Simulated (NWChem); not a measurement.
# MoOCl₃ cation; SMILES [Cl][Mo+]([Cl])([Cl])=[O]

The spin multiplicity was typed, not searched, and may not be the lowest. def2 effective core potentials on Mo; no spin-orbit coupling.

### Question
Give the equilibrium geometry at PBE0/def2-SVP with def2 effective core potentials on Mo (NWChem) as an XYZ file, with the point group.

### Answer
point group C3v; any orientation.
```
5

Mo     0.0000     0.0000     0.1964
O      0.0000     0.0000     1.8228
Cl     0.3799     2.0439    -0.4587
Cl     1.5801    -1.3509    -0.4587
Cl    -1.9600    -0.6929    -0.4587
```
